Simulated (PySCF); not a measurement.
SiOCl2, SMILES Cl[Si](Cl)=O. Atoms are numbered in the order given.

```xyz
4

Si     0.0000     0.0000    -0.5091
O      0.0000     0.0000    -2.0508
Cl     0.0000    -1.6522     0.6922
Cl     0.0000     1.6522     0.6922
```

Geometry optimised at PBE-D3(BJ)/def2-SVP.

Method: SMD-M06-2X/def2-SVP (PySCF).

Solvation free energies are E(SMD) − E(gas) at the gas-phase geometry, for 1 M in both phases. In vacuum the dipole moment is 2.86 D.

```csv
solvent,ΔG(solv) (kcal/mol),its non-electrostatic (CDS) part,dipole (D)
water,-6.6,0.7,3.80
acetonitrile,-6.2,-1.9,3.34
"N,N-dimethylformamide",-6.5,-2.5,3.29
```
